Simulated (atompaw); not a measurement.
## What one change does to a pseudopotential (nitrogen, PAW (atompaw))

```
Element                 : nitrogen (N)
Generator               : atompaw 4.2.0.5
Type                    : PAW
Functional              : PBE
Relativity              : scalar-relativistic
Frozen core             : [He]
Valence charge          : 5
Reference configuration : 2s2 2p1.5 (charge +1.5)
Partial waves           : 2s (bound): rc 1.85 bohr; 2s channel at -0.8 Ry: rc 1.85 bohr; 2p (bound): rc 1.85 bohr; 2p channel at -1.25 Ry: rc 1.85 bohr; 3d channel at 0.25 Ry: rc 1.75 bohr; 3d channel at 1.15 Ry: rc 1.85 bohr
Local potential         : troulliermartins scheme with l = 3 at -0.5 Ry, radius 1.85 bohr
Core correction         : smooth core density matched at 1.10 bohr
Augmentation charge     : besselshape compensation charge, radius 1.80 bohr; PAW radius 1.85 bohr; waves and projectors: custom polynom2 7 10 vanderbiltortho
```

All-electron outer shells of the reference configuration (PBE, scalar-relativistic, ld1.x):

```
shell  level (eV)  outermost node (bohr)  outermost maximum (bohr)
   2s      -40.50                   0.32                      0.97
   2p      -28.73                      –                      0.89
```

Change: augmentation besselshape compensation charge, radius 1.80 bohr; PAW radius 1.85 bohr; waves and projectors: custom polynom gramschmidtortho.

Cutoffs: the cutoffs (Ry, on a coarse ladder) from which the occupation-weighted sum of valence levels, in a spherical-Bessel basis at the reference potential, stays within 10 and 1 mRy of its value at 400 Ry; they do not see the model core or the augmentation charge, which bear on the density cutoff.

**Question.** What does the change do?

**Answer.** The potential gets harder (18 Ry and 21 Ry → 18 Ry and 30 Ry); neither file shows a bound ghost.

```tsv
quantity	base	changed
cutoff, loose	18 Ry	18 Ry
cutoff, tight	21 Ry	30 Ry
loose cutoff by channel (10 mRy a level)	s 12 Ry, p 15 Ry	s 10 Ry, p 18 Ry
bound ghosts	none	none
s: phases at 1.85 bohr within 0.05 rad from the reference energy up to (Ry; the scan ends near 5)	to the end of the scan	to the end of the scan
p: phases at 1.85 bohr within 0.05 rad from the reference energy up to (Ry; the scan ends near 5)	1.8	1.8
d: phases at 1.85 bohr within 0.05 rad from the reference energy up to (Ry; the scan ends near 5)	to the end of the scan	to the end of the scan
lowest overlap eigenvalue by channel	s 0.68, p 0.95, d 0.95	s 0.81, p 0.96, d 0.80
```

 The cutoffs see the waves, projectors and local potential, not the compensation charge or the core.
